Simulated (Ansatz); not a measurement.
Ideal-gas functions of H5O2Si2, SMILES `O[Si](O)[SiH3]` radical at 400 K and 1 bar, from an Ansatz frequency run at PBE0-D4/def2-TZVP.

Molar mass 93.21 g/mol, point group C1 (symmetry number 1), electronic degeneracy 2, moments of inertia 74.892, 180.573, 234.435 u Å². Harmonic wavenumbers (cm⁻¹, unscaled): 100, 127, 174, 184, 250, 326, 395, 496, 507, 782, 799, 846, 883, 922, 933, 938, 2199, 2216, 2229, 3897, 3914.

Use S(trans) = R[1.5 ln M + 2.5 ln T − 1.1517]; rotational temperatures θ = 24.2544 K / I; S(rot) = R[ln(√π/σ · √(T³/θAθBθC)) + 1.5]; for each mode x = 1.438777 ν̃/T, S = R[x/(eˣ − 1) − ln(1 − e⁻ˣ)] and H = RT x/(eˣ − 1); 1 cm⁻¹ = 0.0119627 kJ/mol; R = 8.31446 J/(mol·K).

Question: By hand: the entropy, in J/(mol·K).

Answer: Translation 171.5. Rotation: θ = 0.3239, 0.1343, 0.1035 K, giving 114.4. Vibration, mode by mode: 16.86, 14.90, 12.35, 11.90, 9.47, 7.45, 6.06, 4.52, 4.38, 2.01, 1.91, 1.67, 1.51, 1.35, 1.30, 1.28, 0.03, 0.03, 0.02, 0.00, 0.00, in all 99.0. Electronic 5.8. Sum 390.7 J/(mol·K).

Question: By hand: H − E and G − E in kJ/mol, counted from the electronic energy.

Answer: Zero-point energy ½ × 23117 × 0.0119627 = 138.3; thermal vibration 21.2; translation, rotation and pV give 4 RT = 13.3. H − E = 172.8 kJ/mol, and G − E = 172.8 − 400 × 390.7/1000 = 16.5 kJ/mol.

Vibration gives 25 % of the entropy, 31.8 J/(mol·K) of it from the modes under 150 cm⁻¹: soft modes count most, and the harmonic formula is weakest for them. The sum counts one conformer and one mirror image; others add a mixing term.
